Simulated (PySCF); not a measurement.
**Telling isomers of C₉H₆FP apart by NMR**

Theoretical values (PySCF 2.14): shieldings: GIAO PBE0/pcSseg-1, structure optimised with GFN2-xTB. Non-relativistic Hamiltonian, rapidly exchanging positions averaged, a single conformation, no solvent model.

Chemical shifts δ = σref − σ; TMS for 1H and 13C, all at this level. Splittings of carbon signals by F and P are missing where no couplings were computed. Where no couplings were computed, multiplicities follow the n + 1 count of equivalent neighbours, and m marks all less simple cases (inequivalent or close neighbours, rings, F or P nearby). Shifts are as computed. Against solution values, carbons near 30 ppm lie about +3 ppm off and those near 130 ppm about +5 ppm. Of 1211 compounds with measured shifts, 218 miss one by over three times the rms of a fit or turn the order of signals round; such compounds aren't used in these exercises.

(1) Tabulate the signals of `Fc1ccpc2ccccc12`, `Fc1cpcc2ccccc12`, `Fc1pccc2ccccc12`, `Fc1cpc2ccccc2c1` and their relative energies.

(2) What is the quickest way to tell Fc1ccpc2ccccc12 from Fc1pccc2ccccc12?

(3) What is the quickest way to tell Fc1cpcc2ccccc12 from Fc1cpc2ccccc2c1?

(4) What is the quickest way to tell Fc1ccpc2ccccc12 from Fc1cpcc2ccccc12?

Results:

(1) 
```json
{"SMILES": "Fc1ccpc2ccccc12", "carbon types": "3×C 6×CH", "δC": "171.3, 170.0, 162.7, 140.4, 134.3, 130.7, 130.4, 130.2, 120.6", "δH": "9.58 (m, 1H), 8.85 (m, 1H), 8.77 (m, 1H), 8.17 (m, 1H), 8.06 (m, 1H), 7.95 (m, 1H)", "E rel. (kcal/mol)": "0.6"}
{"SMILES": "Fc1cpcc2ccccc12", "carbon types": "3×C 6×CH", "δC": "171.0, 166.8, 142.7, 134.0, 134.0, 133.0, 133.0, 129.2, 128.2", "δH": "9.62 (m, 1H), 8.72 (m, 1H), 8.49 (m, 1H), 8.14 (m, 1H), 8.01 (m, 1H), 8.00 (m, 1H)", "E rel. (kcal/mol)": "0.0"}
{"SMILES": "Fc1pccc2ccccc12", "carbon types": "3×C 6×CH", "δC": "214.4, 151.8, 139.9, 137.5, 136.2, 134.0, 133.1, 131.4, 125.1", "δH": "8.76 (m, 1H), 8.65 (m, 1H), 8.45 (m, 1H), 8.26 (d, 1H), 8.05 (m, 1H), 7.97 (m, 1H)", "E rel. (kcal/mol)": "4.0"}
{"SMILES": "Fc1cpc2ccccc2c1", "carbon types": "3×C 6×CH", "δC": "170.5, 157.6, 156.0, 141.7, 140.6, 136.7, 135.0, 128.9, 122.6", "δH": "9.34 (m, 1H), 8.75 (m, 1H), 8.27 (m, 1H), 8.07 (m, 1H), 7.87 (m, 1H), 7.84 (m, 1H)", "E rel. (kcal/mol)": "0.5"}
```

Energies are electronic energies at PBE0/pcSseg-1 on these geometries, without zero-point or thermal terms, each for the one conformer computed, which needn't be the lowest.

(2) Both give the same number of carbon signals, with the same numbers of each carbon type, so the positions decide. The first has an aromatic carbon bearing fluorine (C) at 171.3 ppm, the second an aromatic carbon bearing fluorine (C) at 214.4 ppm. In the proton spectra the most deshielded non-exchanging signals are 9.58 (m, 1H) and 8.76 (m, 1H).

(3) Both give the same number of carbon signals, with the same numbers of each carbon type, so the positions decide. The first has a ring-fusion aromatic carbon (C) at 128.2 ppm, the second a ring-fusion aromatic carbon (C) at 157.6 ppm. Their most deshielded carbons lie at 171.0 and 170.5 ppm.

(4) Both give the same number of carbon signals, with the same numbers of each carbon type, so the positions decide. The first has an aromatic CH at 120.6 ppm, the second a ring-fusion aromatic carbon (C) at 142.7 ppm. Their most deshielded carbons lie at 171.3 and 171.0 ppm.
